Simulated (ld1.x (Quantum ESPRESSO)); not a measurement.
## Configuration tests for Se (Z = 34) (ultrasoft)

ld1.x (Quantum ESPRESSO) 7.5 input, shortened:

```
&input
   title='Se', zed=34., rel=1, dft='PBE', iswitch=3,
   config='[Ar] 3d10 4s2 4p3.75'
 /
 &inputp
   pseudotype=3, tm=.true., lloc=-1, rcloc=1.30,
   nlcc=.true., new_core_ps=.true., rcore=0.60,
   which_augfun='PSQ', rmatch_augfun_nc=.true.
 /
6
4S  1  0   2.00   0.00  1.15  1.40  0.0
4S  1  0   0.00  -0.90  1.15  1.40  0.0
4P  2  1   3.75   0.00  1.80  1.95  0.0
4P  2  1   0.00   2.40  1.80  1.95  0.0
3D  3  2  10.00   0.00  0.70  0.90  0.0
3D  3  2   0.00  -1.55  0.70  0.90  0.0
 &test
   configts(1)='3d10 4s2 4p3.75'
 /
```

Energies are relative to the spin-unpolarised reference configuration 3d10 4s2 4p3.75; without spin polarisation the order of configurations can differ from experiment. Not all tests gave a result: test run stopped at test 5 of 7 (negative rho). The frozen-core shift is the all-electron ΔE with the core orbitals held at their reference shape minus the fully relaxed ΔE.

| valence configuration | charge | ΔE all-electron (eV) | error AE − PS (meV) | frozen-core shift (meV) |
| --- | --- | --- | --- | --- |
| 3d10 4s2 4p4 | 0 | -1.887 | +0.3 | -0.2 |
| 3d10 4s2 4p2 | +2 | 29.306 | -11 | +3.7 |

Task: What are ΔE and the potential's error for 3d10 4s0 4p6?

Result: ΔE = 20.077 eV all-electron; the error (AE − PS) is -23 meV.

Task: What are ΔE and the potential's error for 3d10 4s2 4p3?

Result: ΔE = 8.958 eV all-electron; the error (AE − PS) is -2.0 meV.

Levels in the configuration 3d10 4s2 4p3:

```tsv
level	all-electron (eV)	pseudo (eV)
3d	-63.610	-63.606
4s	-26.859	-26.861
4p	-15.407	-15.409
```

A variational frozen-core shift is positive and of second order in the change. This column holds negative values, so the frozen-core run of ld1.x carries numerical noise or an error of first order here, and the column gives no more than the rough size of the effect.
